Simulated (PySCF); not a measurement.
# ZrOCl₂, singlet: structure and spectrum

Method: PBE0/[Zr def2-TZVP with ECP28, O def2-TZVP, Cl def2-TZVP], scalar-relativistic core potentials, density fitting, no spin–orbit coupling, PySCF.

The structure is a saddle point with 1 imaginary mode.

Z-matrix (Å, degrees; charge 0 multiplicity 1):
```
Zr
O  1 1.7238
Cl 1 2.3820 2 115.00
Cl 1 2.3820 2 115.00 3 180.00
```

```
Point group                                                                   : C2v
Bond lengths                                                                  : Zr–Cl 2.382 Å (×2), Zr–O 1.724 Å
Bond angles                                                                   : Cl–Zr–Cl 130.0°, Cl–Zr–O 115.0° (×2)
Atomisation energy without zero-point energy                                  : 1705 kJ/mol
Dipole moment                                                                 : 1.26 D
Principal polarisabilities                                                    : 41.7, 63.4, 76.9 bohr³
Lowest empty level                                                            : -3.57 eV
Zero-point energy (real modes)                                                : 12.4 kJ/mol
Principal quadrupole moments (Buckingham, traceless) about the centre of mass : -8.49, -7.22, 15.71 D Å
Rotational constants                                                          : 0.1562, 0.05171, 0.03885 cm⁻¹
Highest occupied level                                                        : -9.14 eV
```

Harmonic modes (masses in u: Zr 89.905, O 15.995, Cl 34.969):
| symmetry | ω (cm⁻¹) | IR (km/mol) | μ (u) | type |
| --- | --- | --- | --- | --- |
| b1 | 55i | – | 30.96 | bend |
| a1 | 95 | 4.6 | 38.26 | bend |
| b2 | 193 | 1.1 | 18.85 | bend |
| a1 | 360 | 24.5 | 36.67 | stretch |
| b2 | 428 | 162 | 45.84 | stretch |
| a1 | 995 | 239 | 18.29 | stretch |

In C2v the vibrations span b1 + 3a1 + 2b2. Here b1 is antisymmetric to the molecular plane and b2 lies in it.

Charges (e):
```csv
atom,Mulliken,Löwdin,polar tensor,Mayer order to Zr1
Zr1,1.40,0.27,2.31,–
O2,-0.55,-0.30,-0.94,2.12
"Cl3,4",-0.43,0.01,-0.68,0.98
```

Mulliken populations on Zr1 (electrons outside its core potential): s 2.15, p 6.26, d 2.09, f 0.10.

Only a few start shapes were tried, so a lower isomer may exist.

The final relaxation and frequency run took 54 s on 4 threads of a shared Arm Neoverse V2 host, with 145 basis functions and 16 gradients; the process peaked at 1.5 GiB. Launch command: `OMP_NUM_THREADS=4 python axn.py task.json out`.
